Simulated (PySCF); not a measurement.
Cl3STa, multiplicity 1. Atoms are numbered in the order given.

```xyz
5

Ta     0.0000     0.0000    -0.0102
S      0.0000     0.0000    -2.1638
Cl     1.8940    -1.0935     0.6935
Cl    -1.8940    -1.0935     0.6935
Cl     0.0000     2.1870     0.6935
```
Charge 0, spin multiplicity 1.

The structure is a stationary point at B3LYP-D3(BJ)/def2-SVP. The spin state was assumed, not searched. The structure was generated by enumeration; whether it is a known compound was not checked. The def2 effective core potentials stand for the cores of Ta; spin–orbit coupling is left out.

The numbers are results of M06-2X/def2-TZVP run with PySCF, not measurements.

ESP charges are fitted to the potential on shells at 1.4 to 2.0 van der Waals radii. Atomic charges (e):

```csv
atom,Löwdin,Mulliken,ESP fit
Ta1,-0.40,0.98,(withheld)
S2,0.12,-0.20,(withheld)
Cl3,0.09,-0.26,(withheld)
Cl4,0.09,-0.26,(withheld)
Cl5,0.09,-0.26,(withheld)
```

Task: Fill in the missing entries. (Estimate from the structure and the level; the computed values follow.)

Result: 
- Ta1, ESP fit: 0.36
- S2, ESP fit: -0.16
- Cl3, ESP fit: -0.07
- Cl4, ESP fit: -0.07
- Cl5, ESP fit: -0.07
